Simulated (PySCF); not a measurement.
CH11PSi3.
Numbering: `[SiH3:1][CH2:2][Si@@H:3]([SiH3:4])[PH2:5]` (hydrogens: H6, H7, H8 on Si1; H9, H10 on C2; H11 on Si3; H12, H13, H14 on Si4; H15, H16 on P5)

The same species was optimised twice, with GFN2-xTB and with PBE0-D3(BJ)/def2-SVP (PySCF), and the same property calculations (PySCF, gas phase) were run on both structures.

```csv
coordinate,GFN2-xTB,PBE0-D3(BJ)/def2-SVP,change
Si1–H7 (Å),1.465,1.496,+0.031
C2–Si3 (Å),1.920,1.890,-0.030
Si1–H8 (Å),1.465,1.495,+0.030
Si1–H6 (Å),1.465,1.495,+0.030
Si3–Si4 (Å),2.324,2.348,+0.024
Si1–C2 (Å),1.903,1.882,-0.021
Si3–H11 (Å),1.481,1.498,+0.017
Si3–P5 (Å),2.255,2.270,+0.015
C2–H10 (Å),1.091,1.105,+0.014
C2–H9 (Å),1.092,1.104,+0.012
Si4–Si3–P5 (°),111.6,106.4,-5.2
P5–Si3–H11 (°),101.9,106.0,+4.1
C2–Si3–H11 (°),106.0,109.4,+3.4
Si4–Si3–H11 (°),112.4,109.0,-3.4
C2–Si3–P5 (°),111.7,114.5,+2.8
C2–Si1–H8 (°),109.2,110.8,+1.6
H6–Si1–H7 (°),109.8,108.2,-1.6
C2–Si3–Si4 (°),112.6,111.3,-1.3
Si1–C2–Si3–Si4 (°),-66,-55,+11
```

Rotational constants: A = 1674, B = 1275, C = 876.1 MHz (GFN2-xTB) against A = 1699, B = 1291, C = 905.0 MHz (PBE0-D3(BJ)/def2-SVP). Point groups within 0.08 Å: C1 and C1. End groups have turned between the structures, so H12, H13, H14, H15, H16 are left out of the comparison.

On the GFN2-xTB structure: HOMO (eV) -7.40 [PBE0/pcSseg-1]; LUMO (eV) -0.21 [PBE0/pcSseg-1]; dipole (D) 1.42 [PBE0/pcSseg-1]; GIAO shielding of Si1 (ppm) 428.1 [PBE0/pcSseg-1]; GIAO shielding of C2 (ppm) 192.9 [PBE0/pcSseg-1]; GIAO shielding of Si3 (ppm) 401.1 [PBE0/pcSseg-1]; GIAO shielding of Si4 (ppm) 466.0 [PBE0/pcSseg-1]; GIAO shielding of P5 (ppm) 602.0 [PBE0/pcSseg-1].

Task: What do these properties become on the PBE0-D3(BJ)/def2-SVP structure?

Result: 
| property | level | on GFN2-xTB | on PBE0-D3(BJ)/def2-SVP | change |
| --- | --- | --- | --- | --- |
| HOMO (eV) | PBE0/pcSseg-1 | -7.40 | -7.53 | -0.13 |
| LUMO (eV) | PBE0/pcSseg-1 | -0.21 | -0.03 | +0.18 |
| dipole (D) | PBE0/pcSseg-1 | 1.42 | 1.66 | +0.24 |
| energy, GFN2-xTB geometry as zero (kcal/mol) | PBE0/pcSseg-1 | 0.0 | -3.7 | -3.7 |
| GIAO shielding of Si1 (ppm) | PBE0/pcSseg-1 | 428.1 | 424.1 | -4.0 |
| GIAO shielding of C2 (ppm) | PBE0/pcSseg-1 | 192.9 | 191.9 | -1.0 |
| GIAO shielding of Si3 (ppm) | PBE0/pcSseg-1 | 401.1 | 395.9 | -5.2 |
| GIAO shielding of Si4 (ppm) | PBE0/pcSseg-1 | 466.0 | 455.5 | -10.5 |
| GIAO shielding of P5 (ppm) | PBE0/pcSseg-1 | 602.0 | 587.2 | -14.8 |

The heavy atoms differ by 0.112 Å rms after alignment. Among the bonds compared Si1–H6, Si1–H7, Si1–H8 and C2–Si3 change most and about equally (-0.030 to +0.031 Å). Changes are differences of the printed values. Neither structure is proved a minimum here.

Conformer computed: `[SiH3:1][CH2:2][Si@@H:3]([SiH3:4])[PH2:5]`: Si1–C2–Si3–Si4 -55°, H–P5–Si3–C2 44°, H–P5–Si3–C2 -50°.
